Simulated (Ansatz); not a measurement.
Steps of a relaxation of `FB[SiH]1C[SiH2]1` with RKS PBE-D4/def2-SVP.

```sh
$ ansatz run in.yaml --threads 4 --pin off --events-out ev --progress --plain --max-ram 10444MiB
```

```yaml
crystal:
  periodic: [false, false, false]
  atoms:
    - {symbol: F, position_ang: [-2.040000, 1.509000, 0.549300]}
    - {symbol: B, position_ang: [-0.683000, 1.847900, 0.645900]}
    - {symbol: Si, position_ang: [0.589400, 0.414900, 0.581500]}
    - {symbol: C, position_ang: [0.008200, -1.281000, 0.415000]}
    - {symbol: Si, position_ang: [0.320400, -0.800800, -1.333600]}
    - {symbol: H, position_ang: [-0.318000, 2.985400, 0.755600]}
    - {symbol: H, position_ang: [2.090100, 0.633900, 0.791200]}
    - {symbol: H, position_ang: [-1.112600, -1.346500, 0.630700]}
    - {symbol: H, position_ang: [0.603100, -2.067800, 0.859800]}
    - {symbol: H, position_ang: [-0.892600, -0.473400, -2.059700]}
    - {symbol: H, position_ang: [1.500300, -1.478700, -1.815400]}
basis:
  gaussian: {orbitals: def2-SVP}
hamiltonian: {xc: pbe, dispersion: d4}
relax: {f_tol: 0.03, max_steps: 200}
```

Positions (Å) and forces (eV/Å) along the path, 9 of 9 steps:

```xyz
11
step=1 energy=-20260.9928 eV
F    -2.040    1.509    0.549    1.772    0.720    0.108
B    -0.683    1.848    0.646   -2.073   -0.456   -0.089
Si    0.589    0.415    0.582    2.006    1.648    0.432
C     0.008   -1.281    0.415   -2.388   -1.642    0.652
Si    0.320   -0.801   -1.334   -0.038    0.501    0.045
H    -0.318    2.985    0.756   -0.272    0.564   -0.030
H     2.090    0.634    0.791   -0.499   -0.100    0.103
H    -1.113   -1.347    0.631    1.108   -0.136    0.054
H     0.603   -2.068    0.860    0.207   -0.693    0.310
H    -0.893   -0.473   -2.060   -0.534   -0.091   -0.777
H     1.500   -1.479   -1.815    0.711   -0.314   -0.808
11
step=2 energy=-20261.4000 eV
F    -1.989    1.588    0.459    1.097    0.305    0.309
B    -0.662    1.889    0.679   -1.378   -0.091   -0.504
Si    0.621    0.418    0.622    0.951    0.861    0.154
C     0.005   -1.320    0.448   -0.962   -1.037    0.341
Si    0.282   -0.788   -1.327    0.057    0.241   -0.110
H    -0.357    3.065    0.732   -0.033    0.090    0.099
H     2.086    0.612    0.935   -0.183   -0.051    0.006
H    -1.074   -1.399    0.734    0.381   -0.100   -0.057
H     0.607   -2.145    0.853    0.055   -0.160    0.099
H    -0.944   -0.598   -2.149   -0.025   -0.010   -0.156
H     1.491   -1.378   -1.967    0.040   -0.051   -0.181
11
step=3 energy=-20261.3469 eV rejected
F    -2.003    1.627    0.650    1.615    0.300   -0.534
B    -0.648    1.938    0.549   -1.693   -0.301    1.318
Si    0.648    0.433    0.628   -0.043    0.270   -0.223
C    -0.013   -1.358    0.465   -0.034   -0.191   -0.116
Si    0.293   -0.784   -1.323    0.180   -0.169   -0.270
H    -0.393    3.133    0.685    0.119   -0.201   -0.449
H     2.085    0.600    1.016    0.023    0.024   -0.086
H    -1.074   -1.453    0.749   -0.134    0.005    0.035
H     0.582   -2.201    0.874    0.040    0.177   -0.048
H    -0.908   -0.636   -2.228    0.144    0.062    0.202
H     1.496   -1.356   -2.044   -0.216    0.024    0.171
11
step=4 energy=-20261.4917 eV
F    -1.972    1.529    0.449    0.465    0.222    0.126
B    -0.681    1.889    0.642   -0.319   -0.182   -0.187
Si    0.677    0.442    0.632    0.123    0.130    0.024
C    -0.005   -1.342    0.464   -0.153    0.019   -0.003
Si    0.293   -0.761   -1.311    0.045   -0.010   -0.009
H    -0.403    3.076    0.691   -0.121    0.020    0.038
H     2.123    0.599    1.007   -0.066    0.019   -0.006
H    -1.071   -1.387    0.757    0.038   -0.148    0.059
H     0.602   -2.167    0.866    0.000   -0.102    0.053
H    -0.927   -0.533   -2.138   -0.054    0.045   -0.069
H     1.430   -1.403   -2.039    0.042   -0.013   -0.025
11
step=5 energy=-20261.5039 eV
F    -1.972    1.582    0.473    0.239    0.107    0.011
B    -0.674    1.911    0.622   -0.268   -0.084    0.024
Si    0.658    0.439    0.627    0.049    0.052   -0.015
C    -0.010   -1.365    0.474   -0.143   -0.036   -0.022
Si    0.290   -0.784   -1.306    0.044    0.052   -0.021
H    -0.396    3.101    0.677   -0.008   -0.048   -0.017
H     2.097    0.623    1.002   -0.009   -0.038    0.026
H    -1.072   -1.486    0.770    0.086    0.027    0.031
H     0.620   -2.183    0.868    0.031    0.028   -0.013
H    -0.915   -0.489   -2.144   -0.004   -0.047   -0.005
H     1.437   -1.406   -2.043   -0.017   -0.013    0.001
11
step=6 energy=-20261.5036 eV rejected
F    -1.974    1.618    0.464    0.000   -0.053   -0.012
B    -0.677    1.911    0.623    0.019    0.172    0.009
Si    0.657    0.442    0.625   -0.126   -0.020   -0.051
C    -0.029   -1.356    0.458    0.211   -0.035    0.059
Si    0.292   -0.772   -1.317   -0.081    0.007    0.005
H    -0.380    3.097    0.680    0.002   -0.034    0.013
H     2.083    0.596    1.061   -0.013   -0.003   -0.011
H    -1.068   -1.516    0.797    0.008    0.012   -0.017
H     0.663   -2.129    0.838   -0.047   -0.069    0.010
H    -0.929   -0.535   -2.151    0.021    0.059   -0.024
H     1.426   -1.411   -2.057    0.007   -0.036    0.019
11
step=7 energy=-20261.5091 eV
F    -1.972    1.598    0.457    0.040    0.030    0.000
B    -0.679    1.913    0.623   -0.060    0.011    0.009
Si    0.655    0.444    0.622    0.054   -0.015   -0.006
C    -0.012   -1.361    0.468   -0.037   -0.020   -0.003
Si    0.290   -0.777   -1.312    0.004    0.006   -0.006
H    -0.393    3.101    0.687   -0.006   -0.025    0.001
H     2.087    0.611    1.035   -0.013   -0.001    0.002
H    -1.061   -1.496    0.794    0.026    0.000   -0.001
H     0.645   -2.165    0.847   -0.001    0.025   -0.001
H    -0.917   -0.498   -2.153   -0.007   -0.010   -0.003
H     1.422   -1.426   -2.047    0.001   -0.001    0.008
11
step=8 energy=-20261.5093 eV
F    -1.977    1.622    0.462    0.000    0.009    0.004
B    -0.684    1.926    0.634    0.036   -0.173   -0.018
Si    0.652    0.445    0.607   -0.054    0.097   -0.017
C    -0.017   -1.358    0.463   -0.007   -0.034    0.007
Si    0.288   -0.788   -1.320    0.015    0.018    0.020
H    -0.390    3.104    0.717    0.021    0.105    0.017
H     2.082    0.608    1.029   -0.014   -0.003    0.001
H    -1.061   -1.507    0.795    0.009    0.010   -0.001
H     0.655   -2.148    0.846   -0.001   -0.017    0.001
H    -0.914   -0.524   -2.173   -0.008   -0.002   -0.003
H     1.430   -1.439   -2.039    0.003   -0.011   -0.010
11
step=9 energy=-20261.5103 eV
F    -1.981    1.631    0.474    0.030   -0.002    0.006
B    -0.685    1.927    0.643   -0.028   -0.002   -0.014
Si    0.650    0.453    0.589    0.012   -0.006    0.008
C    -0.015   -1.357    0.460   -0.014    0.003   -0.016
Si    0.297   -0.795   -1.326   -0.020   -0.022    0.003
H    -0.390    3.109    0.745    0.004    0.009    0.009
H     2.077    0.619    1.019   -0.011    0.003    0.001
H    -1.063   -1.495    0.786    0.009    0.005   -0.002
H     0.648   -2.148    0.854    0.006    0.005    0.001
H    -0.907   -0.543   -2.182    0.006    0.001    0.004
H     1.435   -1.457   -2.041    0.006    0.006    0.000
```

Run time 11 s (4 threads of an Arm Neoverse V2 on a shared host); peak host memory 0.16 GiB.
